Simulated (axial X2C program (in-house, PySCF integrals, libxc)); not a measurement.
Gd: configurations by level of theory

Calculated with an in-house all-electron X2C program for linear molecules (integrals from PySCF), basis dyall-v3z (cores contracted in-house), spin-free (one-electron X2C) and two-component (2c, atomic mean-field Coulomb and Gaunt terms). Energies in eV from the lowest row of each column (rows without correlated energies are left out; n/a marks j-coupled starts, which PBE0 does not hold); electrons by l are Mulliken totals of the Hartree–Fock solution, and PBE0 can relax to another configuration under the same block occupation. Coupled cluster uses truncated natural virtuals with an MP2 remainder. Frozen shells in the correlated columns: 4 s, 3 p, 2 d.

The low spin-free determinants:

```csv
electrons by l,"M_S, M_L",HF,MP2,PBE0
s12 p24 d21 f7,"4, 0",0.01,0.00,0.00
s11.9 p24 d21.1 f7,"4, 2",0.00,0.01,0.07
s12 p24 d21 f7,"4, 1",0.07,0.01,0.05
s11 p24 d22 f7,"5, 3",0.22,0.66,0.58
s11 p24 d22 f7,"5, 2",0.19,0.68,0.46
s11 p24 d22 f7,"5, 0",0.34,0.81,0.46
s11 p24 d22 f7,"5, 1",0.57,0.92,0.67
s11 p24 d22 f7,"5, 1",0.70,1.03,0.79
```

And the two-component ones:

```
    electrons by l  2M_J    HF   MP2  PBE0
s11.8 p24 d21.1 f7     4  0.00  0.00  0.00
    s12 p24 d21 f7     6  0.12  0.04  0.04
    s12 p24 d21 f7     8  0.10  0.07  0.03
s11.9 p24 d21.1 f7    10  0.17  0.18  0.14
s11.9 p24 d21.1 f7    12  0.18  0.21  0.21
    s11 p24 d22 f7     6  0.23  0.67  0.40
    s11 p24 d22 f7    14  0.35  0.85  0.58
    s11 p24 d22 f7    16  0.41  0.87  0.75
```

Ground level as tabulated from the NIST Atomic Spectra Database (leading term): 2S+1 = 9, L = 2, J = 2.

Spin-free rows of one term, and 2c rows of one J level, should be degenerate; broken spherical symmetry, the missing current term of PBE0 and determinants that mix terms or J levels spread them. The search is wide but not exhaustive and can miss a configuration; gaps between s and d configurations can be off by some tenths of an eV with this basis and core.

The run took 3.5 min on 1 thread of Arm Neoverse V1, on a shared host.
